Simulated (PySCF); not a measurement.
## Working out the ionisation energy of Zr¹⁸⁺

Zr¹⁸⁺ [Ar] 3d4 (5D) → Zr¹⁹⁺ [Ar] 3d3 (4F). Computed with PySCF 2.14 in an uncontracted even-tempered set (17 s from 1.7 bohr⁻², ratio 2.5; 11 p from 2.2 bohr⁻², ratio 2.5; 8 d from 2.2 bohr⁻², ratio 2.5; 4 f from 8.8 bohr⁻², ratio 2.7; 4 g from 13 bohr⁻², ratio 2.7), with the non-relativistic Hamiltonian (point nucleus). Frozen: [Ne]; the 26 highest virtual orbitals dropped. Energies in hartree (1 hartree = 27.21139 eV):

```
             part  Zr¹⁸⁺ (lower)  Zr¹⁹⁺ (upper)
              UHF   -3371.047376   -3343.586626
MP2 opposite-spin      -0.307373      -0.304710
    MP2 same-spin      -0.147268      -0.122105
```

Task: What does Hartree-Fock give?

Result: (-3343.586626) − (-3371.047376) = 27.460750 hartree = 747.245 eV.

Task: What do MP2 and SCS-MP2 (6/5 opposite-spin, 1/3 same-spin) give?

Result: The opposite-spin parts differ by 0.072 eV and the same-spin parts by 0.685 eV. MP2: 747.245 + (0.072) + (0.685) = 748.002 eV. SCS-MP2: 747.245 + 1.2 × (0.072) + (0.685)/3 = 747.560 eV.

Reference: 745 ± 3 eV (theoretical estimate listed by NIST; NIST Atomic Spectra Database, ionization energies), between the lowest levels; spin-orbit coupling is absent from the calculation.

The calculation is non-relativistic.

What remains against the reference includes basis incompleteness, the frozen core and correlation beyond second order.
